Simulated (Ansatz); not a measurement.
Cartesian coordinates in Å:
```
O -1.429 -0.422 0.625
C -0.429 0.137 -0.111
F -0.945 1.118 -0.941
C 0.652 0.767 0.753
F 0.030 1.470 1.767
C 0.117 -0.946 -1.040
F 0.651 -1.950 -0.314
F 1.099 -0.425 -1.807
H -1.603 0.150 1.382
H 1.273 -0.010 1.203
H 1.259 1.455 0.166
H -0.674 -1.343 -1.682
```

The species carries charge 0 and has multiplicity 1.

(1) List the PBE0/def2-TZVPP orbital energies in eV (Ansatz). (Estimate.)

Answers

(1) The calculation gave: Occupied: -674.87, -674.87, -674.57, -674.29, -523.91, -283.07, -282.57, -280.94, -35.80, -34.56, -34.21, -34.07, -30.24, -22.50, -20.62, -18.27, -16.72, -16.40, -16.19, -15.55, -15.16, -14.48, -14.41, -12.93, -12.70, -12.60, -12.11, -11.83, -11.73, -10.96, -10.58, -9.88, -9.54. Lowest empty: 0.78, 1.70, 1.90, 2.37, 2.71, 2.92, 3.69, 4.39.
